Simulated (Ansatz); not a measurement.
BNCl2H2⁺, that is BCl2(NH2) with one electron fewer. Total charge 1; doublet. Geometry PBE-D4/def2-TZVP, that of the neutral singlet; atoms count from 1.

```
atom    x (Å)    y (Å)    z (Å)
  B1   0.5024  -0.1371   0.2569
 Cl2   1.1170  -1.7965   0.1836
 Cl3   1.4308   1.1017   1.1171
  N4  -0.7038   0.1918  -0.3590
  H5  -1.0854   1.1308  -0.3381
  H6  -1.2609  -0.4908  -0.8605
```

Estimate the Mulliken populations from the PBE0/def2-TZVP orbitals of Ansatz.


```tsv
atom	charge (e)	spin (α − β)
B1	0.15	-0.12
Cl2	0.13	0.20
Cl3	0.13	0.20
N4	-0.08	0.76
H5	0.34	-0.02
H6	0.34	-0.02
```
Mulliken values depend strongly on the basis.

Where does the spin sit?

Summed by element: B -0.12, Cl 0.40, N 0.76, H -0.05, of 1 unpaired in all. Largest on single atoms: N4 0.76, Cl2 0.20, Cl3 0.20.

And the Mayer bond orders between heavy atoms (over 0.3)?

B1–Cl2 1.35 (1.77 Å); B1–Cl3 1.35 (1.77 Å); B1–N4 1.20 (1.39 Å).
